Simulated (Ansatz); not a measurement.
Two members of one family (Series ZnMeX), computed with Ansatz in the gas phase. The two geometries come from different levels. Binding counts from free atoms in the multiplicity of their measured ground term, without zero-point energy. A dash marks a value that wasn't run or was left out as unsound. The structures are stationary points that may keep the symmetry of their start. Remarks come from the PBE and PBE0 runs and from stability tests at other levels; not every state was tested. HOMO above LUMO (over both spins in singlets and doublets, within one spin in higher multiplets; at PBE or PBE0), or a gap under 0.15 eV within one spin, warns that the state may not be the lowest or that an electron is smeared out.

First: ZnMeCl (singlet, charge 0, B3LYP-D4/def2-TZVP geometry).

```xyz
6

Zn   -1.101    0.207    0.113
C     0.795   -0.148   -0.081
H     1.353    0.347    0.714
H     1.149    0.221   -1.043
H     0.983   -1.222   -0.026
Cl   -3.179    0.594    0.323
```

| level | HOMO (eV) | LUMO (eV) | gap (eV) | vertical IE (eV) | vertical triplet (eV) | binding per atom (eV) |
| --- | --- | --- | --- | --- | --- | --- |
| PBE-D4/def2-SVP | -6.76 | -1.07 | 5.68 | – | – | 3.21 |
| r2SCAN-D4/def2-TZVP | -7.60 | -1.01 | 6.59 | 10.57 | 5.80 | 3.18 |
| B97M-V/def2-TZVP | -7.62 | -1.29 | 6.33 | – | – | 3.14 |
| PBE0-D4/def2-SVP | -8.23 | -0.31 | 7.92 | – | – | 3.18 |
| PBE0-D4/def2-TZVP | -8.54 | -0.54 | 8.00 | 10.71 | 5.92 | 3.15 |

Metal–donor distances: 1 × C 1.94 Å, 1 × Cl 2.12 Å. Remarks: gap within one spin near zero at PBE or PBE0 (+1 doublet), gap within one spin near zero at PBE or PBE0 (triplet).

Second: ZnMeBr (singlet, charge 0, PBE0-D4/def2-TZVP geometry).

```xyz
6

Zn    0.1343    0.7128   -0.8272
C    -0.1009   -0.5369    0.6233
H    -1.1598   -0.6338    0.8709
H     0.4348   -0.1928    1.5092
H     0.2824   -1.5184    0.3413
Br    0.4092    2.1692   -2.5175
```

Question: What does the change do? Estimate second minus first.

Answer: 
| level | Δ HOMO (eV) | Δ LUMO (eV) | Δ gap (eV) | Δ vertical IE (eV) | Δ vertical triplet (eV) | Δ binding per atom (eV) |
| --- | --- | --- | --- | --- | --- | --- |
| PBE-D4/def2-SVP | 0.20 | -0.06 | -0.26 | – | – | -0.06 |
| r2SCAN-D4/def2-TZVP | 0.37 | -0.03 | -0.40 | -0.31 | -0.12 | -0.07 |
| B97M-V/def2-TZVP | 0.36 | 0.01 | -0.36 | – | – | -0.09 |
| PBE0-D4/def2-SVP | 0.33 | -0.06 | -0.39 | – | – | -0.06 |
| PBE0-D4/def2-TZVP | 0.38 | -0.03 | -0.41 | -0.33 | -0.10 | -0.07 |

Metal–donor distances: 1 × C 1.93 Å, 1 × Br 2.25 Å. Remarks: gap within one spin near zero at PBE or PBE0 (+1 doublet), gap within one spin near zero at PBE or PBE0 (triplet).
